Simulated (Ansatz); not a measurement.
Z-matrix (Å, degrees):
```
C
C 1 1.521
H 1 1.092 2 111.8
H 1 1.096 2 110.9 3 119.9
H 1 1.092 2 111.8 3 -119.8
Ga 2 2.019 1 111.9 3 63.0
H 2 1.093 1 112.6 3 -58.4
H 2 1.095 1 112.1 3 -178.9
O 6 1.809 2 111.9 1 14.6
H 9 0.959 6 115.4 2 179.0
```

Charge 0, multiplicity 2.

Task: List the B3LYP/def2-TZVPP orbital energies in eV (the Gaussian-basis code of Ansatz). (An estimate is asked.)

Result: Computed: α occupied: -10137.31, -1249.03, -1106.26, -1106.21, -1106.16, -519.89, -276.82, -276.60, -149.12, -102.52, -102.37, -102.25, -26.32, -22.36, -22.27, -22.20, -22.18, -21.98, -20.53, -16.72, -13.17, -12.13, -11.36, -10.45, -10.03, -9.60, -8.34, -8.21, -5.18. α empty: -1.07, 0.47, 0.95, 2.20, 2.25, 2.57, 3.12, 3.28. β occupied: -10137.29, -1249.01, -1106.26, -1106.18, -1106.15, -519.81, -276.69, -276.59, -149.07, -102.48, -102.29, -102.24, -26.14, -22.26, -22.19, -22.17, -22.10, -21.92, -20.39, -16.56, -13.04, -12.07, -11.21, -10.31, -9.61, -9.51, -8.29, -7.67. β empty: -2.77, -0.73, 0.61, 1.07, 2.25, 2.44, 2.63, 3.23. ⟨S²⟩ = 0.754.

B3LYP here is the variant with VWN-RPA as its local correlation; programs differ in this.
